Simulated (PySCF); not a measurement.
As₂, SMILES [As]#[As] (connectivity only; charge and spin as stated), charge +1, multiplicity 2. The structure is a stationary point at B3LYP-D3(BJ)/def2-TZVP. The multiplicity is an assumed one; other spin states were not compared.

All values below come from B3LYP-D3(BJ)/def2-TZVP (PySCF 2.14.0).

Harmonic wavenumbers (cm⁻¹): 389. Rotational constants (GHz): 2.774 (linear); symmetry number 2.

### Question
Work out the zero-point energy and the ideal-gas rigid-rotor harmonic-oscillator thermochemistry at 298.15 K and 1 atm.

### Answer
ZPE = ½ Σ hcν = ½ × 389 cm⁻¹ = 2.33 kJ/mol. H − E(el) = 11.84 kJ/mol. Entropy in J/(mol K): translation 171.22, rotation 66.69, vibration 4.20, spin 5.76, total 247.88. G − E(el) = -62.06 kJ/mol. Cp = 35.35 J/(mol K).
